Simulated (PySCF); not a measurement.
PySCF input file for B(AsH2)(F)2 (AsBF2H2), SMILES FB(F)[AsH2], IEF-PCM-ωB97X/def2-SVP. Coordinates come from a B3LYP-D3(BJ)/def2-SVP optimisation.

```python
import numpy as np
from pyscf import gto, scf, dft
from pyscf.solvent import pcm

mol = gto.M(
    atom='''
    B     1.02716346   -0.02350703    0.00000000
    As   -1.02168121    0.06238504    0.00000000
    H    -1.15746573   -0.96662403    1.11778611
    H    -1.15746573   -0.96662403   -1.11778612
    F     1.71636634   -0.00044017   -1.12643424
    F     1.71636634   -0.00044017    1.12643423
    ''',
    basis='def2-SVP',
    charge=0,
    spin=0,
    max_memory=1600,
    verbose=3,
)
mf = dft.RKS(mol, xc='wb97x').density_fit(auxbasis='def2-universal-jkfit')
mf.grids.level = 3
mf.conv_tol = 1e-9
mf.max_cycle = 100
mf.kernel()
res = {}
for name, eps in {'water': 78.355, 'ethanol': 24.852, 'toluene': 2.3741}.items():
    s = mf.PCM()
    s.with_solvent.method, s.with_solvent.eps, s.with_solvent.lebedev_order = 'IEF-PCM', eps, 29
    s.kernel(mf.make_rdm1())
    res[name] = (s.e_tot, eps, s.dip_moment(), s.mo_energy, s.converged)
    print(f'{name}: electrostatic solvation free energy {(s.e_tot - mf.e_tot) * 627.509474:.3f} kcal/mol')
```

Program output:

```
converged SCF energy = -2461.26661328308

WARN: PCM is an experimental feature. It is still in testing.
Features and APIs may be changed in the future.

converged SCF energy = -2461.26949598981
Dipole moment(X, Y, Z, Debye): -0.79448, -0.72137,  0.00000
water: electrostatic solvation free energy -1.809 kcal/mol

WARN: PCM is an experimental feature. It is still in testing.
Features and APIs may be changed in the future.

converged SCF energy = -2461.26936825672
Dipole moment(X, Y, Z, Debye): -0.79199, -0.71004,  0.00000
ethanol: electrostatic solvation free energy -1.729 kcal/mol

WARN: PCM is an experimental feature. It is still in testing.
Features and APIs may be changed in the future.

converged SCF energy = -2461.26796425372
Dipole moment(X, Y, Z, Debye): -0.75012, -0.59813,  0.00000
toluene: electrostatic solvation free energy -0.848 kcal/mol
```

The run converged.
